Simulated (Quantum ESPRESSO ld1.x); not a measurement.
Species: Co20+. Configuration: [He] 2s2 2p3 (the NIST ground configuration). All-electron calculation, scalar-relativistic Kohn-Sham, relativistic LDA (MacDonald-Vosko exchange, VWN5 correlation), spin-unpolarised, spherical densities, point nucleus. Program: ld1.x of Quantum ESPRESSO 7.5.

Unscreened Slater integrals over Kohn-Sham orbitals (cm^-1).

integral,value
"F0(2p,2p)",956520
"F2(2p,2p)",456420
"F0(2p,2s)",872740
"G1(2p,2s)",494940
"F0(2p,1s)",1298000
"G1(2p,1s)",238670
"F0(2s,2s)",819920
"F0(2s,1s)",1149300
"G0(2s,1s)",111560
"F0(1s,1s)",3672800

Derived for the open shells (J is the average intra-shell exchange parameter used in DFT+U). 2p: J = F2/5 = 91280 cm^-1.
